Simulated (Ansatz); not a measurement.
Ideal-gas functions of BrFGe, SMILES `[F][Ge][Br]` at 500 K and 1 bar, from an Ansatz frequency run at PBE0-D4/def2-TZVP.

Molar mass 171.51 g/mol, point group Cs (symmetry number 1), electronic degeneracy 1, moments of inertia 41.228, 255.211, 296.439 u Å². Harmonic wavenumbers (cm⁻¹, unscaled): 178, 297, 673.

Use S(trans) = R[1.5 ln M + 2.5 ln T − 1.1517]; rotational temperatures θ = 24.2544 K / I; S(rot) = R[ln(√π/σ · √(T³/θAθBθC)) + 1.5]; for each mode x = 1.438777 ν̃/T, S = R[x/(eˣ − 1) − ln(1 − e⁻ˣ)] and H = RT x/(eˣ − 1); 1 cm⁻¹ = 0.0119627 kJ/mol; R = 8.31446 J/(mol·K).

Question: By hand: the entropy, in J/(mol·K).

Answer: Translation 183.8. Rotation: θ = 0.5883, 0.095, 0.0818 K, giving 117.1. Vibration, mode by mode: 13.97, 9.87, 4.01, in all 27.8. Electronic 0.0. Sum 328.7 J/(mol·K).

Question: By hand: H − E and G − E in kJ/mol, counted from the electronic energy.

Answer: Zero-point energy ½ × 1148 × 0.0119627 = 6.9; thermal vibration 7.2; translation, rotation and pV give 4 RT = 16.6. H − E = 30.7 kJ/mol, and G − E = 30.7 − 500 × 328.7/1000 = -133.6 kJ/mol.

Vibration gives 8 % of the entropy.
